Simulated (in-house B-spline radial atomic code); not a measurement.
A calculation on Mn³⁺: its settings, and results tabulated from the run. Level of theory: non-relativistic Hartree-Fock with fractional occupations, spin-polarised, spherical fractional occupations, point nucleus; calculated with an all-electron radial atomic-structure program (B-spline basis).

In the input, 3d5,1 would mean five up and one down electron.

Command:
```bash
python run_scf.py task.json out
```
Settings:
```
Z                25
configuration    1s2 2s2 2p6 3s2 3p6 3d1,3
hamiltonian      nr
method           hf,
spin_polarised   True
```

Output (hartree, bohr):
```
 radial grid: 47 intervals, B-splines of order 8, outer radius 18.6486 bohr

 iter        energy (Eh)    residual
    1       -1134.989457    6.20e-01
    2       -1143.613894    3.95e-01
    3       -1146.609314    1.05e-01
    4       -1146.917127    2.36e-02
    5       -1146.932144    1.72e-02
    6       -1146.939206    2.90e-03
    7       -1146.939316    4.30e-04
    8       -1146.939318    7.64e-05
    9       -1146.939318    1.08e-05
   10       -1146.939318    2.59e-07
   11       -1146.939318    1.86e-08

 total energy                     -1146.93932
 kinetic                            1146.9393
 electron-nucleus                  -2697.3399
 Hartree                             452.4590
 exact exchange                      -48.9977

 orbital      occ     eigenvalue          <r>       <r^2>       <1/r>     <1/r^3>       r_max
 1s up      1.000      -242.0551    0.0615294  0.00507759     24.5233           -     0.04055
 1s down    1.000      -242.0545    0.0615299  0.00507771     24.5232           -     0.04055
 2s up      1.000       -30.6219     0.280374   0.0926819     5.26069           -      0.2343
 2s down    1.000       -30.6839     0.280828   0.0930276     5.25283           -      0.2344
 2p up      3.000       -26.3258     0.247099   0.0748603     5.18246     404.951      0.1895
 2p down    3.000       -26.3863     0.247723   0.0753146      5.1734     403.493      0.1896
 3s up      1.000        -5.1515     0.849032    0.828092     1.64559           -      0.7383
 3s down    1.000        -5.3305     0.847045    0.823951     1.65203           -      0.7384
 3p up      3.000        -3.7779     0.891968    0.930622     1.52257        48.5      0.7512
 3p down    3.000        -3.9945     0.886976    0.919469     1.53393     49.5896      0.7505
 3d up      1.000        -1.2130      1.16042     1.71847     1.13789     3.92567      0.7868
 3d down    3.000        -1.6381      1.05524     1.38962     1.22032     4.52954      0.7556
```

Cost of the run: 0.14 s on 1 thread of Arm Neoverse V1, on a shared host.

Caution: exact exchange at fractional occupations of open shells leaves self-interaction of up to several eV.
